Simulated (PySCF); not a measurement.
Molecule: `F[C@]1(C(=O)F)[C@H](C)C1`, C5H6F2O.

Bonds (- single, = double, # triple, : aromatic): C1-C2, C2-C3, C3-C4, C4-F5, C4-C6, C6=O7, C6-F8, C4-C2. C1 carries H9, H10, H11; C2 carries H12; C3 carries H13, H14. Stereochemistry as in C[C@@H]1C[C@@]1(F)C(=O)F. H14 is cis to C1 on the ring; H13 is trans to C1 on the ring.

Frames of a GFN2-xTB Langevin trajectory at 300 K; GIAO PBE0/pcSseg-1 shieldings in PySCF, gas phase, non-relativistic; equivalent atoms averaged within each frame.

Chemical shifts δ = σref − σ; 13C (σref 186.93) and 1H (σref 31.72) vs TMS; CFCl3 for 19F (σref 170.95); 17O (σref 336.08) against H2O, all at this level. The references are static minima.

Question: How do the shifts (ppm) fluctuate along the trajectory?

Answer: 
```tsv
time (fs)	C6	C4	C3	C2	C1	F8	F5	O7	H12	H13
optimised geometry	168.8	77.6	25.8	28.2	14.3	16.1	-239.0	446.2	1.83	1.66
250	167.2	76.6	28.9	25.3	12.8	46.4	-240.9	453.6	1.86	1.78
425	159.7	80.5	27.3	25.0	14.3	-1.3	-218.8	409.7	2.58	2.87
625	171.8	87.9	25.2	25.8	7.8	33.7	-234.8	466.9	0.25	2.85
800	168.9	82.2	29.9	34.3	18.1	13.2	-227.9	442.2	2.10	2.63
1000	169.6	82.4	20.7	26.1	14.6	11.5	-243.7	453.4	1.67	1.50
mean of frames	167.4	81.9	26.4	27.3	13.5	20.7	-233.2	445.2	1.69	2.33
standard deviation	4.6	4.1	3.6	3.9	3.7	19.1	10.1	21.7	0.88	0.64
```

5 frames give an uncertainty of the mean of about the standard deviation over 2.2 at best, since frames this close in time may not be independent; classical motion lacks zero-point vibration, and the reference would need the same averaging.
